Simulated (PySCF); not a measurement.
Rigid-rotor lines calculated for a species of formula CH9NSi2Te (commonest isotopes; PBE0-D3(BJ)/def2-SVP geometry optimisation, gas phase, def2 core potentials past Kr in PySCF 2.14.0), labelled J(Ka,Kc):

```tsv
transition	MHz
1(0,1) ← 0(0,0)	1851.4
2(1,2) ← 1(1,1)	3539.3
2(1,1) ← 1(1,0)	3866.2
1(1,1) ← 0(0,0)	3119.8
2(0,2) ← 1(0,1)	3688.0
```

(1) Find the rotational constants.

(2) What moments of inertia, asymmetry and inertial defect follow?

(3) Which dipole components do these lines need?

(4) Predict further lines from these constants: 4(3,1) ← 3(3,0); 4(2,2) ← 3(1,2); 3(3,0) ← 2(2,1); 2(2,1) ← 1(1,1); 4(3,2) ← 4(2,2); 4(4,1) ← 3(3,1); 4(2,2) ← 3(3,1); 4(1,3) ← 3(2,2); 4(4,1) ← 4(3,2); 1(1,0) ← 1(0,1); 3(2,1) ← 2(2,0); 4(1,4) ← 3(0,3); 2(1,1) ← 2(1,2).

(5) Which structure gave them?

## Answers

(1) 1(0,1) ← 0(0,0) is B + C, 2(1,1) ← 1(1,0) is 3B + C and 2(1,2) ← 1(1,1) is B + 3C, so B − C is half the difference of the last two, 163.4 MHz. 1(1,1) ← 0(0,0) is A + C. A = 2275.8, B = 1007.4, C = 844.0 MHz.

(2) I = 505379 MHz·u·Å² over each constant: Ia = 222.07, Ib = 501.66, Ic = 598.82 u·Å²; κ = (2B − A − C)/(A − C) = -0.772 (asymmetric top); Δ = Ic − Ia − Ib = -124.90 u·Å².

(3) μa and μb (a-type: ΔKa even, ΔKc odd; b-type: both odd). The calculation gives |μa| = 2.21 D, |μb| = 0.53 D, |μc| = 0.68 D.

(4) 
```json
{"transition": "2(1,1) ← 2(1,2)", "MHz": "490", "type": "a", "branch": "Q"}
{"transition": "4(2,2) ← 3(3,1)", "MHz": "849", "type": "b", "branch": "R"}
{"transition": "1(1,0) ← 1(0,1)", "MHz": "1432", "type": "b", "branch": "Q"}
{"transition": "4(1,3) ← 3(2,2)", "MHz": "4130", "type": "b", "branch": "R"}
{"transition": "3(2,1) ← 2(2,0)", "MHz": "5613", "type": "a", "branch": "R"}
{"transition": "4(3,2) ← 4(2,2)", "MHz": "6584", "type": "c", "branch": "Q"}
{"transition": "4(3,1) ← 3(3,0)", "MHz": "7438", "type": "a", "branch": "R"}
{"transition": "2(2,1) ← 1(1,1)", "MHz": "7835", "type": "c", "branch": "R"}
{"transition": "4(1,4) ← 3(0,3)", "MHz": "7975", "type": "b", "branch": "R"}
{"transition": "4(4,1) ← 4(3,2)", "MHz": "9426", "type": "b", "branch": "Q"}
{"transition": "4(2,2) ← 3(1,2)", "MHz": "11178", "type": "c", "branch": "R"}
{"transition": "3(3,0) ← 2(2,1)", "MHz": "12314", "type": "b", "branch": "R"}
{"transition": "4(4,1) ← 3(3,1)", "MHz": "16859", "type": "c", "branch": "R"}
```

(5) `C[Si@H](N)[Te][SiH3]`, point group C1. Three constants can't fix a structure by themselves; this is the one that was computed:
```
atom  x, y, z in Å
C1    -1.853   -0.921    0.325
Si2   -0.600    0.460    0.450
N3    -1.431    1.965    0.300
Te4    1.085    0.421   -1.419
Si5    2.774   -0.702    0.042
H6    -2.574   -0.872    1.159
H7    -2.407   -0.859   -0.623
H8    -1.348   -1.897    0.370
H9     0.212    0.263    1.701
H10   -2.338    2.087    0.736
H11   -0.912    2.835    0.269
H12    3.982   -0.940   -0.801
H13    2.266   -2.011    0.552
H14    3.136    0.158    1.208
```

The values belong to one conformer (point group C1) with, in the numbering `[CH3:1][Si@H:2]([NH2:3])[Te:4][SiH3:5]`, C1–Si2–N3–H 39° and -175°, C1–Si2–Te4–Si5 -99°. PBE0-D3(BJ)/def2-SVP frequencies: not computed here. No vibrational averaging or centrifugal distortion is included, and the geometry carries the error of its method. A rigid rotor knows nothing of inversion at nitrogen or internal rotation, which can split or shift real lines. Quadrupole hyperfine structure (14N) is left out.
